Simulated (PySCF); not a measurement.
Orbital levels and atomic charges

System: [C7H6F5O3S2]- (anion), SMILES Cc1ccc(S(=O)(=O)[O-])c([S@OH25](F)(F)(F)(F)F)c1.

Cartesian coordinates (Å):
```
  1 C    -2.8055   -1.6552    0.8641
  2 C    -1.7619   -0.7062    0.3543
  3 C    -2.0989    0.5116   -0.2302
  4 C    -1.1168    1.3731   -0.6777
  5 C     0.2328    1.0448   -0.5906
  6 S     1.3133    2.5298   -0.8217
  7 O     0.4987    3.3854   -1.6740
  8 O     1.3361    2.9440    0.5707
  9 O     2.5627    2.1326   -1.4144
 10 C     0.5278   -0.1606   -0.0296
 11 S     2.2854   -0.7760    0.0846
 12 F     3.7798   -1.4554    0.2114
 13 F     2.9620    0.5879    0.6828
 14 F     2.6385   -0.5126   -1.5104
 15 F     1.7938   -2.3458   -0.3914
 16 F     2.0558   -1.2995    1.6880
 17 C    -0.4157   -1.0433    0.4482
 18 H    -3.7664   -1.1573    0.9654
 19 H    -2.9200   -2.4913    0.1751
 20 H    -2.5114   -2.0563    1.8307
 21 H    -3.1403    0.7884   -0.3199
 22 H    -1.3369    2.3383   -1.1073
 23 H    -0.1128   -1.9765    0.8919
```

Method: PBE0/def2-SVPD, gas phase, PySCF, fitting set def2-universal-JFIT up to Ne and JKFIT beyond, grid level 1.

(1) Give the orbital energies near the gap.

(2) Give the partial charges of the non-hydrogen atoms.

Answers

(1) 
```tsv
orbital	eV
HOMO-4	-5.04
HOMO-3	-4.58
HOMO-2	-4.40
HOMO-1	-3.99
HOMO	-3.26
LUMO	0.81
LUMO+1	1.85
LUMO+2	2.20
LUMO+3	2.86
```

(2) 
| atom | Mulliken | IAO | Hirshfeld |
| --- | --- | --- | --- |
| C1 | 0.98 | -0.42 | -0.12 |
| C2 | -1.46 | 0.01 | 0.01 |
| C3 | 0.26 | -0.16 | -0.05 |
| C4 | 0.34 | -0.12 | -0.04 |
| C5 | -0.26 | -0.23 | -0.03 |
| S6 | 1.61 | 2.23 | 0.43 |
| O7 | -0.93 | -0.97 | -0.40 |
| O8 | -0.79 | -0.96 | -0.41 |
| O9 | -0.86 | -0.94 | -0.39 |
| C10 | -0.30 | -0.12 | -0.01 |
| S11 | 2.19 | 2.19 | 0.60 |
| F12 | -0.60 | -0.44 | -0.16 |
| F13 | -0.58 | -0.42 | -0.11 |
| F14 | -0.60 | -0.44 | -0.14 |
| F15 | -0.64 | -0.50 | -0.20 |
| F16 | -0.62 | -0.49 | -0.19 |
| C17 | 0.55 | -0.15 | -0.05 |
